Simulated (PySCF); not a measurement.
# Two-component Hartree-Fock for Yb(52+) (ytterbium, charge +52)

Start: [Ar]. Calculated with PySCF 2.14 in an uncontracted even-tempered set (18 s from 14 bohr⁻², ratio 2.4; 14 p from 18 bohr⁻², ratio 2.4; 4 d from 69 bohr⁻², ratio 2.6; 4 f from 100 bohr⁻², ratio 2.6): generalised Hartree-Fock with the X2C-1e Hamiltonian and a Gaussian nucleus; one run each with spin-orbit coupling (SO) switched off, then screened by Boettger's factors.

```
spinor shell  electrons  ε, spin-free (eV)  ε, screened SO (eV)  weight of nominal j (screened SO)  rms radius, screened SO (bohr)
       1s1/2          2           -65274.8             -65260.4                              1.000                          0.0223
       2s1/2          2           -14093.3             -14089.0                              1.000                          0.0891
       2p1/2          2           -12853.6             -13610.5                              1.000                          0.0758
       3s1/2          2            -5461.1              -5459.8                              1.000                           0.216
       3p1/2          2            -5072.6              -5263.4                              1.000                           0.205
       3p3/2          4            -5072.6              -4992.4                              1.000                           0.217
```

Problem. Where does 2p3/2 lie, and what is the 2p spin-orbit splitting (screened SO)?

Solution. At -12540.1 eV, 1070.4 eV above 2p1/2.

| quantity | spin-free | screened SO |
| --- | --- | --- |
| E (hartree) | -11415.29619 | -11428.12172 |
| M_J | 0 | 0 |
| ⟨J²⟩ | 0.000 | 0.000 |
| ⟨L²⟩ | 0.000 | 0.043 |
| ⟨S²⟩ | 0.000 | 0.043 |

Breit and QED terms are absent; they matter most for the inner s and p1/2 levels.

Densities and radii are taken from the X2C orbitals without a picture-change correction, which distorts them close to the nucleus.

Without spin-orbit coupling the j labels of p, d and f shells carry no meaning; the spin-free column gives the mean over the occupied spinors of each nl shell.
